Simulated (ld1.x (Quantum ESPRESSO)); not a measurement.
**What one change does to a pseudopotential (Se, TM)**

- Element: Se (Z = 34)
- Generator: ld1.x (Quantum ESPRESSO) 7.5
- Type: norm-conserving Troullier–Martins (Kleinman–Bylander form)
- Functional: BLYP
- Relativity: scalar-relativistic
- Frozen core: [Ar] 3d10
- Valence charge: 6
- Reference configuration: 4s2 4p2.5 (charge +1.5)
- Partial waves: 4p (bound): rc 1.55 bohr; 4s (bound): rc 1.60 bohr
- Local potential: the s channel
- Core correction: a·sin(br)/r model core inside 0.75 bohr

Change: wave 4s (bound): rc 1.60 bohr becomes 4s (bound): rc 1.78 bohr.

Cutoffs: the cutoffs (Ry, on a coarse ladder) from which the occupation-weighted sum of valence levels, in a spherical-Bessel basis at the reference potential, stays within 10 and 1 mRy of its value at 400 Ry; they do not see the model core or the augmentation charge, which bear on the density cutoff. Errors are all-electron minus pseudo energies relative to the spin-unpolarised reference configuration.

**Question.** Predict the effect on cutoff, ghosts and configuration errors.

**Answer.** The potential gets neither clearly harder nor softer (40 Ry and 55 Ry → 35 Ry and 55 Ry); the p channel sets the loose cutoff, while the largest relative change is in s, which becomes softer; of the 7 tests that both files solve, the error grows in 3 and shrinks in 1 by more than 15 % and 0.3 meV (median size 4.4 → 10.3 meV); neither file shows a bound ghost.

```tsv
quantity	base	changed
cutoff, loose	40 Ry	35 Ry
cutoff, tight	55 Ry	55 Ry
loose cutoff by channel (10 mRy a level)	p 18 Ry, s 30 Ry	p 18 Ry, s 18 Ry
bound ghosts	none	none
error for 4s2 4p4, meV [ΔE -19.56 eV]	-3.3	-7.6
error for 4s2 4p3, meV [ΔE -8.85 eV]	+0.3	-0.2
error for 4s2 4p2, meV [ΔE 11.38 eV]	-3.5	-3.9
error for 4s2 4p0, meV [ΔE 84.47 eV]	-83	-67
error for 4s0 4p6, meV [ΔE 2.54 eV]	-14	-27
error for 4s2 4p1, meV [ΔE 42.21 eV]	-26	-26
error for 4s2 4p4.3, meV [ΔE -21.11 eV]	-4.4	-10
```
